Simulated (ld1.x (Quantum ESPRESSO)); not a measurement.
## Building the PAW potential for Lu (PBE, scalar-relativistic).

```json
{
 "Element": "lutetium",
 "Generator": "ld1.x (Quantum ESPRESSO) 7.5",
 "Type": "PAW",
 "Functional": "PBE",
 "Relativity": "scalar-relativistic",
 "Frozen core": "[Kr] 4d10",
 "Valence charge": "25",
 "Reference configuration": "4f14 5s2 5p6 5d0 6s0 6p0 (charge +3)",
 "Partial waves": "5s (bound): rcut 1.60, rcutus 1.85 bohr; 6s (bound, empty): rcut 1.60, rcutus 1.85 bohr; 5p (bound): rcut 1.75, rcutus 2.15 bohr; 6p (bound, empty): rcut 1.75, rcutus 2.15 bohr; 5d (bound, empty): rcut 2.95, rcutus 3.10 bohr; 5d channel at 2.75 Ry: rcut 2.95, rcutus 3.10 bohr; 4f (bound): rcut 1.00, rcutus 1.20 bohr; 4f channel at 1.45 Ry: rcut 1.00, rcutus 1.20 bohr",
 "Local potential": "all-electron potential smoothed inside 2.92 bohr (lloc = -1)",
 "Core correction": "Bessel-smoothed model core inside 1.15 bohr",
 "Augmentation charge": "BESSEL, radius 1.05 bohr"
}
```

Poles of the logarithmic derivatives, all-electron (AE) and pseudo (PS). s: poles at -0.9, 4.7 (AE) and -0.9, 4.5 (PS) Ry. p: poles at -4.2, 0.2 (AE) and -4.2, 0.2 (PS) Ry. d: poles at -1.6, 2.2 (AE) and -1.6, 2.2 (PS) Ry. f: poles at 0.9 (AE) and 0.9 (PS) Ry. Test radius 3.34 bohr.

- Cutoffs needed: 140 Ry and 230 Ry (the cutoffs (Ry, on a coarse ladder) from which the occupation-weighted sum of valence levels, in a spherical-Bessel basis at the reference potential, stays within 10 and 1 mRy of its value at 400 Ry)
- Ghost test: no extra level below or beside the all-electron valence levels (s, p, d, f tested) (spherical-Bessel basis up to 400 Ry, 20 bohr box)
- Largest excitation error: +58 meV (all-electron minus pseudo) for 4f14 5s2 5p6 5d2 6s0 6p0, out of 7 test configurations
- Lowest eigenvalue of the overlap operator: 0.11 (p channel)
